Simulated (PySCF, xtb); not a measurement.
C₅H₇N, SMILES C=CC1=NCC1.

Coordinates come from a PBE-D3(BJ)/def2-SVP optimisation. One conformer was computed; it need not be the lowest.

These are C-PCM-B3LYP/def2-SVP (PySCF 2.14.0) values and carry that method's errors.

The values are the electrostatic part of the solvation free energy, E(continuum) − E(gas) at the gas-phase geometry, in a cavity of scaled van der Waals radii (PySCF's table); cavitation and dispersion terms are not included. In vacuum the orbital gap is 5.40 eV. The dipole moment in vacuum is 1.99 D.

```tsv
solvent	ε	ΔG(elec) (kcal/mol)	dipole (D)	gap (eV)
water	78.36	-4.6	2.78	5.41
acetonitrile	35.69	-4.5	2.76	5.41
chloroform	4.71	-3.5	2.57	5.41
```

For comparison, GFN2-xTB/ALPB(water) (xtb, at the GFN2-xTB geometry, all terms of that model) gives -3.2 kcal/mol.
